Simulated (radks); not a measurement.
Question: These are the eigenvalues of the occupied orbitals of an atom or ion with whole-number occupations (hartree). Method: Dirac Kohn-Sham, PW91, spin-unpolarised, spherical densities, point nucleus; computed with a radial shooting solver on a logarithmic mesh with Libxc functionals.

orbital  eigenvalue
1s1/2     -1970.027
2s1/2     -327.8252
2p1/2     -311.7753
2p3/2     -282.3538
3s1/2     -72.88449
3p1/2     -65.88602
3p3/2     -59.77509
3d3/2     -47.75175
3d5/2     -46.41707
4s1/2     -14.35011
4p1/2     -11.59173
4p3/2     -10.23056
4d3/2      -5.69229
4d5/2      -5.44664
5s1/2      -1.79951
5p1/2      -1.06255
5p3/2      -0.89210
6s1/2      -0.14193
4f5/2      -0.08873
4f7/2      -0.05802

Which element is it, and in what charge state? The configuration may be excited. Open shells, if any, are shared by 2j + 1.

Answer: Z = 66, dysprosium, charge 0: Dy in [Kr] 4d10 4f11 5s1 5p6 6s2. The list shows which subshells hold electrons but not how many an open one holds; the 1s level, -1970 hartree, gives Z - s = 62.8 by -(Z - s)^2/2, which with screening and relativity narrows Z to a few neighbours, and the depths of the outer levels then fix element, charge and occupations together.
